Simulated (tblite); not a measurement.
Species: C7H5F2N3.
SMILES with atom numbers: `[CH3:1][n:2]1[n:3][n:4][c:5]2[c:6]([F:7])[c:8]([F:9])[cH:10][cH:11][c:12]12` (hydrogens: H13, H14, H15 on C1; H16 on C10; H17 on C11)

Computed geometry: GFN2-xTB, gas phase.

(1) Give the optimised bond lengths and angles.

## Answers

(1) 
```csv
bond,length (Å),order
C1–N2,1.431,single
N2–N3,1.334,aromatic
N3–N4,1.265,aromatic
N4–C5,1.361,aromatic
C5–C6,1.398,aromatic
C6–F7,1.335,single
C6–C8,1.381,aromatic
C8–F9,1.346,single
C8–C10,1.401,aromatic
C10–C11,1.374,aromatic
C11–C12,1.391,aromatic
N2–C12,1.360,aromatic
C5–C12,1.420,aromatic
"C1–H13, C1–H14, C1–H15",1.090,single
C10–H16,1.078,single
C11–H17,1.077,single
```

Bonds in one row agree within 0.01 Å and their mean is given. Orders are formal, as drawn. A selection of angles:
```csv
angle,degrees
C1–N2–N3,121.8
C1–N2–C12,128.8
N3–N2–C12,109.4
N2–N3–N4,111.1
N3–N4–C5,108.7
N4–C5–C6,132.9
N4–C5–C12,107.5
C6–C5–C12,119.6
C5–C6–F7,121.7
C5–C6–C8,117.0
F7–C6–C8,121.3
C6–C8–F9,119.6
C6–C8–C10,122.7
F9–C8–C10,117.7
C8–C10–C11,121.3
C10–C11–C12,116.7
N2–C12–C11,134.0
N2–C12–C5,103.3
C5–C12–C11,122.7
```

The C–N distances run from 1.360 Å (N2–C12, aromatic) to 1.431 Å (C1–N2, drawn single), a spread of 0.071 Å. The 6-membered ring C5–C6–C8–C10–C11–C12 has internal angles of 116.7° to 122.7°; it is planar, 0.00 Å rms from its mean plane, widest ring torsion 0°. N2 (pyrrole-type nitrogen) is planar (angles 128.8°, 121.8° and 109.4°, sum 360.0°, 0.00 Å off the plane of its three neighbours). The 5-membered ring N2–N3–N4–C5–C12 has internal angles of 103.3° to 111.1°; it is planar, 0.00 Å rms from its mean plane, widest ring torsion 0°. The 12 heavy atoms lie in one plane (0.005 Å rms). The 6 C–C bonds span 1.374 Å (C10–C11, aromatic) to 1.420 Å (C5–C12, aromatic), a spread of 0.046 Å. The N–N distances run from 1.265 Å (N3–N4, aromatic) to 1.334 Å (N2–N3, aromatic), a spread of 0.069 Å.

Point group: near Cs, missed by 0.13 Å at most; the miss may be what the optimiser left on a soft mode. Its GFN2-xTB frequencies are all real (lowest 104 cm⁻¹). 2 starts were optimised and ended at 0.00 and 0.71 kcal/mol (GFN2-xTB); the lowest of these is shown.
